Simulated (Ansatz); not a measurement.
Ga₈Sb₈, relaxed as a singlet with RKS PBE-D4/def2-SVP in Ansatz, starting from packed atoms. Force threshold 0.03 eV/Å.

In the def2 sets Sb takes a core potential; there is no spin–orbit coupling. Single mean-field runs in def2-SVP are fitted with def2-universal-jkfit. The structure comes from a short search, and lower isomers may exist.

Start:

```xyz
16

Ga    4.0039   -1.2994   -0.4013
Ga    0.4175   -3.4972   -0.1300
Ga   -0.4419    2.8699    0.7811
Ga    2.3934    1.5683    1.6014
Ga   -3.4579    0.1783   -1.0478
Ga   -1.0502   -0.7886    1.4591
Ga   -1.1015    0.1041   -3.1866
Ga    1.0717    0.4855   -0.7801
Sb   -3.5475    0.4685    1.6455
Sb   -0.6983   -1.4058   -1.1220
Sb    1.8343    2.6300   -2.2578
Sb   -0.1723    1.4258    2.8912
Sb   -1.2525    1.8017   -1.4335
Sb    1.7408   -1.0872    1.2938
Sb    2.2528   -1.0483   -2.5650
Sb   -1.9924   -2.4058    3.2520
```

```csv
step,energy (eV),largest force component (eV/Å),SCF passes
1,-471219.0721,3.237,62
2,-471220.8113,1.399,47
3,-471221.9296,0.944,43
4,-471223.1127,0.990,38
5,-471224.0254,0.940,33
6,-471224.7050,0.593,32
7,-471225.2551,0.359,31
8,-471225.6395,0.364,31
9,-471225.9149,0.360,31
10,-471226.1446,0.336,31
11,-471226.4046,0.315,30
13,-471226.6208,0.221,30
15 (rejected),-471226.5772,0.280,30
17 (rejected),-471226.6631,0.169,26
19,-471226.6843,0.050,26
21,-471226.7208,0.118,25
23,-471226.8169,0.266,30
25,-471227.0170,0.309,26
27,-471227.1933,0.185,26
29,-471227.2907,0.154,30
31,-471227.2999,0.038,25
33,-471227.3021,0.027,25
```

Force components are those of the run's own axes.

End:

```
atom   x (Å)   y (Å)   z (Å)
 Ga1   2.459  -2.472  -1.004
 Ga2   0.537  -2.994   0.981
 Ga3   0.205   2.484   0.441
 Ga4   1.412   1.830   2.879
 Ga5  -1.498   0.285  -0.548
 Ga6   0.000  -0.202   1.494
 Ga7  -1.386   0.318  -3.621
 Ga8   1.649   0.345  -0.567
 Sb9  -3.368   0.040   1.388
Sb10  -0.603  -1.968  -1.833
Sb11   1.229   2.383  -2.391
Sb12  -1.493   0.755   3.539
Sb13  -1.526   2.695  -1.786
Sb14   2.617  -0.866   1.611
Sb15   1.512  -0.590  -3.198
Sb16  -1.746  -2.043   2.613
```

Bonds lost: Ga3–Sb12, Ga6–Sb9, Ga6–Sb10, Ga8–Sb10, Ga8–Sb13 (atoms count from 1). Bonds formed: Ga2–Sb16, Ga3–Ga4, Ga3–Ga6, Ga3–Sb11, Ga7–Sb15, Sb9–Sb12, Sb9–Sb16, Sb11–Sb15 (atoms count from 1). Metal–metal contacts that move far: Ga5–Ga6 3.61 to 2.58 Å, Ga6–Ga8 3.34 to 2.70 Å.

No frequencies were taken in this run, so the end may be a saddle point.

Hardware: 2 threads of AMD EPYC 7R13 on a shared host and a share (18 GiB) of an NVIDIA H100 80GB HBM3. Wall time 3.8 min, peak host memory 1.2 GiB.
